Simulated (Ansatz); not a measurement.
Consider the redistribution: `C=C[Te][SiH3]` + `N[SiH2]C=O` → `O=C[Te][SiH3]` + `C=C[SiH2]N`.

Isolated molecules relaxed with PBE0-D4/def2-TZVP in Ansatz; ΔE leaves out vibrations. CBS: MP2 limit from def2 TZ/QZ plus the TZ coupled-cluster correction, frozen cores. Functionals use def2-TZVPP. Elements past krypton have def2 core potentials. For Te outer-core shells are correlated without core-valence functions, which leaves a few kJ/mol of doubt a bond. One conformer a species, not always the lowest.

```csv
level,ΔE (kJ/mol)
PBE-D4,-63.4
ωB97X-V,-45.7
B2PLYP,-54.1
HF/def2-TZVPP,-38.5
MP2/def2-TZVPP,-49.8
CCSD(T)/def2-TZVPP,-48.0
HF/def2-QZVPP,-38.2
SCS-MP2/def2-QZVPP,-45.2
```

(1) What does CCSD(T)/CBS give? (Best estimate.)

Largest T1 diagnostic among the species: 0.016.

Answers

(1) Ansatz gave: -47.7 kJ/mol. The listed levels differ from it by -15.7, 2.0, -6.4, 9.2, -2.1, -0.3, 9.5, 2.5 kJ/mol.

From PBE to PBE0 (25 % exact exchange), in def2-TZVPP and without D4, ΔE moves by +7.7 kJ/mol. In def2-TZVPP, CCSD(T) changes the Hartree–Fock value by −9.6 kJ/mol (the triples alone add −4.1 kJ/mol) and MP2 by −11.3 kJ/mol.
